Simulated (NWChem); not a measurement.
System: SiBrCl, singlet; SMILES [Si](Cl)Br

The following NWChem deck was run.

```
start job
memory heap 200 mb stack 900 mb global 1100 mb
geometry units angstroms noautoz
  Si     1.016456    -0.649321     0.000000
  Cl    -0.502803    -2.110819     0.000000
  Br    -0.160862     1.305857     0.000000
end
basis spherical
  Si library 3-21g
  Cl library 3-21g
  Br library 3-21g
end
dft
  xc hfexch
  iterations 150
  mulliken
end
task dft energy
```

Excerpt of the output:

```
             Northwest Computational Chemistry Package (NWChem) 7.3.0
             --------------------------------------------------------

 CS  symmetry detected

                             Geometry "geometry" -> ""
                             -------------------------

 Output coordinates in angstroms (scale by  1.889725989 to convert to a.u.)

  No.       Tag          Charge          X              Y              Z
 ---- ---------------- ---------- -------------- -------------- --------------
    1 Si                  14.0000     1.02073646    -0.65251583     0.00000000
    2 Cl                  17.0000    -0.48717435    -2.12571958     0.00000000
    3 Br                  35.0000    -0.17166704     1.29349870     0.00000000

 Effective nuclear repulsion energy (a.u.)     265.0517971917

      Symmetry information
      --------------------

 Group name             Cs
 Group number              2
 Group order               2
 No. of unique centers     3

  xc_inp: hfexch multiplicative factor not found.

                                 NWChem DFT Module
                                 -----------------

 Summary of "ao basis" -> "ao basis" (spherical)
 ------------------------------------------------------------------------------
       Tag                 Description            Shells   Functions and Types
 ---------------- ------------------------------  ------  ---------------------
 Si                          3-21g                   7       13   4s3p
 Cl                          3-21g                   7       13   4s3p
 Br                          3-21g                  10       22   5s4p1d

      Symmetry analysis of basis
      --------------------------

        a'         36
        a"         12

            General Information
            -------------------
          SCF calculation type: DFT
          Wavefunction type:  closed shell.
          No. of atoms     :     3
          No. of electrons :    66
           Alpha electrons :    33
            Beta electrons :    33
          Charge           :     0
          Spin multiplicity:     1
          Use of symmetry is: on ; symmetry adaption is: on
          Maximum number of iterations: 150
          AO basis - number of functions:    48
                     number of shells:    24
          Convergence on energy requested:  1.00D-06
          Convergence on density requested:  1.00D-05
          Convergence on gradient requested:  5.00D-04

              XC Information
              --------------
                     Hartree-Fock (Exact) Exchange  1.000

      Superposition of Atomic Density Guess
      -------------------------------------

 Sum of atomic energies:       -3304.66002874

      Non-variational initial energy
      ------------------------------

 Total energy =   -3305.000783
 1-e energy   =   -5131.127376
 2-e energy   =    1561.074795
 HOMO         =      -0.260750
 LUMO         =      -0.040147

      Symmetry analysis of molecular orbitals - initial
      -------------------------------------------------

  Numbering of irreducible representations:

     1 a'          2 a"

  Orbital symmetries:

     1 a'          2 a'          3 a'          4 a'          5 a'
     6 a'          7 a"          8 a'          9 a'         10 a'
    11 a'         12 a"         13 a'         14 a'         15 a"
    16 a'         17 a'         18 a'         19 a"         20 a'
    21 a'         22 a"         23 a'         24 a"         25 a'
    26 a'         27 a'         28 a'         29 a"         30 a'
    31 a"         32 a'         33 a'         34 a"         35 a'
    36 a'         37 a'         38 a'         39 a'         40 a"
    41 a'         42 a'         43 a"

     ---------------------------------------------
      Total Density - Mulliken Population Analysis
     ---------------------------------------------

    Atom       Charge   Shell Charges
 -----------   ------   -------------------------------------------------------
    1 Si  14    12.88   2.00  1.98  5.85  0.83  0.74  1.07  0.41
    2 Cl  17    17.60   2.00  1.96  5.91  1.14  3.14  0.88  2.57
    3 Br  35    35.52   2.00  2.00  5.99  2.00  5.97  0.77  2.38  1.22  3.19 10.00

   convergence    iter        energy       DeltaE   RMS-Dens  Diis-err
 ---------------- ----- ----------------- --------- --------- ---------
 d= 0,ls=0.0,diis     1  -3304.7583879913 -3.57D+03  1.52D-02  1.47D-01
 d= 0,ls=0.0,diis     2  -3304.7906724565 -3.23D-02  3.84D-03  2.75D-02
 d= 0,ls=0.0,diis     3  -3304.7955380994 -4.87D-03  9.09D-04  3.59D-04
 d= 0,ls=0.0,diis     4  -3304.7957212917 -1.83D-04  5.59D-04  5.50D-05
 d= 0,ls=0.0,diis     5  -3304.7957630279 -4.17D-05  1.88D-04  5.09D-06
  Resetting Diis
 d= 0,ls=0.0,diis     6  -3304.7957669043 -3.88D-06  3.90D-05  4.27D-07
 d= 0,ls=0.0,diis     7  -3304.7957671364 -2.32D-07  6.53D-06  3.16D-08

         Total DFT energy =    -3304.795767136392
      One electron energy =    -5130.473207707661
           Coulomb energy =     1698.198541819153
    Exchange-Corr. energy =     -137.572898439576
 Nuclear repulsion energy =      265.051797191693

 Numeric. integr. density =        0.000000000000

                  Occupations of the irreducible representations
                  ----------------------------------------------

                     irrep           alpha         beta
                     --------     --------     --------
                     a'               25.0         25.0
                     a"                8.0          8.0

                       DFT Final Molecular Orbital Analysis
                       ------------------------------------

[...]
```

Level: Hartree-Fock/3-21G. Low-valent species are run as closed-shell singlets; no triplet was tried in these runs. Geometry: optimised at B3LYP/6-31G* (spherical d).
